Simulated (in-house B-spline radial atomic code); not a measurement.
Mo⁺. Computed with a B-spline radial atomic code. Model: non-relativistic spherical atom: semilocal Troullier-Martins pseudo-atom, one channel per l, against all electrons, high spin, G0W0 and RPA with empty states to l = 8, local potential for every l without a channel, a model core (radius 0 = none) keeps its share of the functional.

Without relativity these are model numbers for so heavy an element.

What the tables leave out is listed at the end.

The pseudopotential gives back the lowest level of each angular momentum of its own functional in the configuration it was made in; a second state of the same l is only approximately right. Exact exchange, RPA and GW see the smooth pseudo-orbitals and miss the exchange with the core, for which the functional's share stands in. The column with an uncorrelated core keeps all orbitals and exact exchange, and so separates missing core correlation from pseudisation. Only the three outermost levels and the lowest empty one were computed. RPA here is direct RPA, with no exchange kernel, and its energies carry an (l + 1/2)⁻⁴ tail. A hybrid on a potential with a model core restores only its own semilocal share of the core's exchange.

Command:
```bash
python run_psgw.py task.json out
```
Settings (lengths in bohr, energies in hartree):
```
Z                      42
electrons              41
configuration          [Kr] 4d5
generated_in           [Kr] 4d5 5s1
functional             pbe,pbe
core_shells            7
radius_factor          1.15
core_correction        True
```

Cost of the run: 40 s on 1 thread of Arm Neoverse N1 (shared host).

Given: made with PBE; model core radius 0.788 bohr; local radius 1.574 bohr; mean-field start PBE.

Valence shells of the generating configuration: 4p, 4d, 5s.

Channel: s 3.4, p 1.252, d 1.575 (radii in bohr).

Computed: largest level miss in the spin-unpolarised generating configuration 0.001 eV; valence RPA correlation energy all-electron orbitals -0.56924 hartree; valence RPA correlation energy pseudo -0.72673 hartree; pseudo-atom RPA polarisability 17.04 bohr³.

```json
{"level": "4d up", "occupied": "1", "mean-field all-electron (eV)": "-11.581", "mean-field pseudo minus all (eV)": "0.006", "G0W0 all-electron (eV)": "-16.315", "G0W0 uncorrelated core minus all (eV)": "0.091", "G0W0 pseudo minus all (eV)": "0.368", "exchange self-energy all-electron (eV)": "-25.747", "exchange self-energy pseudo (eV)": "-21.938"}
{"level": "5s up (empty)", "occupied": "0", "mean-field all-electron (eV)": "-9.9186", "mean-field pseudo minus all (eV)": "-0.07", "G0W0 all-electron (eV)": "-7.1911", "G0W0 uncorrelated core minus all (eV)": "0.018", "G0W0 pseudo minus all (eV)": "-0.896", "exchange self-energy all-electron (eV)": "-3.7392", "exchange self-energy pseudo (eV)": "-4.3997"}
```

Task: What is the all-electron RPA polarisability, core included?

Result: 16.937 bohr³.

Given: mean-field start PBE0.

Computed: valence RPA correlation energy all-electron orbitals -0.53312 hartree; valence RPA correlation energy pseudo -0.68726 hartree; pseudo-atom RPA polarisability 14.089 bohr³.

| level | occupied | mean-field all-electron (eV) | mean-field pseudo minus all (eV) | G0W0 all-electron (eV) | G0W0 uncorrelated core minus all (eV) | G0W0 pseudo minus all (eV) | exchange self-energy all-electron (eV) | exchange self-energy pseudo (eV) |
| --- | --- | --- | --- | --- | --- | --- | --- | --- |
| 4d up | 1 | -12.981 | 0.075 | -16.423 | 0.091 | 0.678 | -25.965 | -22.028 |
| 5s up (empty) | 0 | -8.8225 | -0.529 | -6.9736 | 0.018 | -1.015 | -3.439 | -4.6084 |

Task: What is the all-electron RPA polarisability, core included?

Result: 13.709 bohr³.

Among the listed levels the largest G0W0 shift of the pseudo-atom is -1.01 eV, for 5s up (empty) on the PBE0 start, while leaving the core uncorrelated moves that level by +0.02 eV. So pseudisation and the lost core exchange, not the missing core correlation, make the error. Not in the tables (levels of low weight, unsolved or above zero; the highest and the empty levels are kept at any weight): on PBE the G0W0 levels 4p down (pseudo minus all +1.29 eV, weights 0.70 and 0.70), 4p up (pseudo minus all +1.83 eV, weights 0.02 and 0.13); on PBE0 the G0W0 levels 4p down (pseudo minus all +2.31 eV, weights 0.70 and 0.80), 4p up (pseudo minus all +1.78 eV, weights 0.46 and 0.41); no Hartree-Fock pseudo-atom is run with a model core.
